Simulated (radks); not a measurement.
The numbers below are computed, except where a source is named.
Task: Ionisation of neutral chlorine, [Ne] 3s2 3p5, to Cl+, [Ne] 3s2 3p4, under several functionals. Scalar-relativistic Kohn-Sham, spin-polarised, spherical densities, finite nucleus; open shells are filled with parallel spins first; a radial shooting solver on a logarithmic mesh with Libxc functionals. The NIST Atomic Spectra Database gives 12.968 eV (measured). Rank these functionals by the error of their Delta-SCF ionisation energy: XLYP; exchange-only PBE; revPBE; TASK exchange with Perdew-Wang LDA correlation; SOGGA; LDA (Slater exchange, Perdew-Zunger correlation); HCTH/407; B86b exchange with PBE correlation; RPBE.

Result: From best to worst: XLYP 12.982 eV (+0.014); revPBE 13.003 eV (+0.036); RPBE 13.010 eV (+0.042); SOGGA 12.922 eV (-0.046); B86b exchange with PBE correlation 13.073 eV (+0.105); HCTH/407 13.129 eV (+0.162); LDA (Slater exchange, Perdew-Zunger correlation) 13.278 eV (+0.310); TASK exchange with Perdew-Wang LDA correlation 13.419 eV (+0.451); exchange-only PBE 11.926 eV (-1.041). Open shells are spherical and high-spin; term and fine-structure splittings are not resolved.
